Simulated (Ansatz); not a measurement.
Reaction (redistribution): `[NH2][GeH]1[CH2][S]1` + `B1CS1` → `[CH2]1[S][GeH2]1` + `NB1CS1`

Isolated molecules relaxed with PBE0-D4/def2-TZVP in Ansatz; ΔE leaves out vibrations. CCSD(T)/CBS is the MP2 limit (def2-TZVPP, def2-QZVPP) plus CCSD(T) − MP2 in def2-TZVPP, frozen cores. This one scheme is used for every species. Functionals use def2-TZVPP. For Ge outer-core shells are correlated without core-valence functions, which leaves a few kJ/mol of doubt a bond. Scalar relativity is left out up to krypton. Each species was taken in one conformer, which may not be the lowest.

```
    level  ΔE (kJ/mol)
r2SCAN-D4       -103.0
  PBE0-D4       -106.1
   r2SCAN       -103.2
     PBE0       -106.7
```

(1) What does CCSD(T)/CBS give? (Best estimate.)

Largest T1 diagnostic among the species: 0.016.

## Answers

(1) Computed: -95.6 kJ/mol. The listed levels differ from it by -7.4, -10.5, -7.6, -11.1 kJ/mol.

In def2-TZVPP, CCSD(T) changes the Hartree–Fock value by +4.7 kJ/mol (the triples alone add +1.9 kJ/mol) and MP2 by +4.5 kJ/mol.
